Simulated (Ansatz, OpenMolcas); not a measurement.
# C5H8O2 (acetylacetone (keto form)): the HOMO–LUMO gap, rung by rung

The species is C5H8O2 (15 atoms), meant as a singlet with charge 0. SMILES: `CC(=O)CC(C)=O`. The shape is that of a PBE0-D4/def2-TZVP optimisation. This is one conformer, not always the lowest.

Quantity: the HOMO–LUMO gap, in eV. The values are calculated.

| level | kind | program | value (eV) |
| --- | --- | --- | --- |
| HF/6-31G* (spherical functions) | Hartree–Fock | Ansatz | 14.44 |
| SVWN5/6-31G* (spherical functions) | LDA | OpenMolcas | 3.39 |
| PBE/6-31G* (spherical functions) | GGA | Ansatz | 3.46 |
| revPBE/6-31G* (spherical functions) | GGA | Ansatz | 3.48 |
| M06-L/6-31G* (spherical functions) | meta-GGA | OpenMolcas | 4.05 |
| M06-2X/6-31G* (spherical functions) | hybrid meta-GGA | OpenMolcas | 8.77 |
| B2PLYP/6-31G* (spherical functions) | double hybrid | OpenMolcas | 9.28 |

The values span 3.39 to 14.44 eV. Orbital gaps aren't excitation energies, and those of double hybrids come from the SCF part alone; they tend to grow with the share of exact exchange.
